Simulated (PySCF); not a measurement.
# Two-component Hartree-Fock for Pm⁺ (promethium, charge +1)

Start: [Xe] 4f5 6s1; 4f5/2 filled at m_j = -3/2, -1/2, +1/2, +3/2, +5/2; 6s1/2 filled at m_j = -1/2. Calculated with PySCF 2.14 in x2c-SVPall-2c with one added diffuse shell each of s, p, d, f type (8s11p10d4f1g, 128 functions): generalised Hartree-Fock with the X2C-1e Hamiltonian and a Gaussian nucleus; one run each with spin-orbit coupling (SO) switched off, then screened by Boettger's factors.

```
spinor shell  electrons  ε, spin-free (eV)  ε, screened SO (eV)  weight of nominal j (screened SO)  rms radius, screened SO (bohr)
       1s1/2          2           -45410.1             -45402.8                              1.000                          0.0264
       2s1/2          2            -7502.3              -7500.0                              1.000                           0.107
       2p1/2          2            -6694.4              -7087.9                              1.000                          0.0918
       2p3/2          4            -6694.4              -6523.2                              1.000                          0.0979
       3s1/2          2            -1687.8              -1687.1                              1.000                           0.277
       3p1/2          2            -1428.6              -1509.7                              1.000                           0.269
       3d3/2          4            -1072.7              -1087.7                              0.996                           0.254
       3d5/2          6            -1072.7              -1061.9                              0.997                           0.257
       4s1/2          2            -360.91              -360.68                              1.000                           0.630
       4p1/2          2            -273.15              -292.31                              0.976                           0.652
       4p3/2          4            -273.15              -264.53                              0.988                           0.679
       4d3/2          4            -146.03              -153.61                              0.714                           0.743
       4d5/2          6            -146.03              -140.77                              0.809                           0.747
       5s1/2          2            -57.580              -57.539                              1.000                            1.55
       5p1/2          2            -33.999              -37.115                              0.912                            1.76
       5p3/2          4            -33.999              -32.592                              0.956                            1.86
       4f5/2          5            -18.319              -18.302                              0.630                            1.11
       6s1/2          1            -10.194              -10.195                              1.000                            4.42
```

Q: Where does 3p3/2 lie, and what is the 3p spin-orbit splitting (screened SO)?

A: At -1392.9 eV, 116.80 eV above 3p1/2.

```
   quantity     spin-free   screened SO
E (hartree)  -10013.26502  -10018.59806
        M_J             2             2
       ⟨J²⟩        12.018        11.417
       ⟨L²⟩        30.015        29.876
       ⟨S²⟩        12.003        11.939
```

The determinant has a definite M_J but mixes levels of different J.

Each row is a mean over spinors that exchange with the open shell spreads, by up to 8.543 eV (4d3/2).

Rows whose weight is well below 1 are mixtures of j = l ± 1/2: exchange outweighs spin-orbit coupling there, and the label is only the starting occupation.

Breit and QED terms are absent; they matter most for the inner s and p1/2 levels.

Densities and radii are taken from the X2C orbitals without a picture-change correction, which distorts them close to the nucleus.

Without spin-orbit coupling the j labels of p, d and f shells carry no meaning; the spin-free column gives the mean over the occupied spinors of each nl shell.
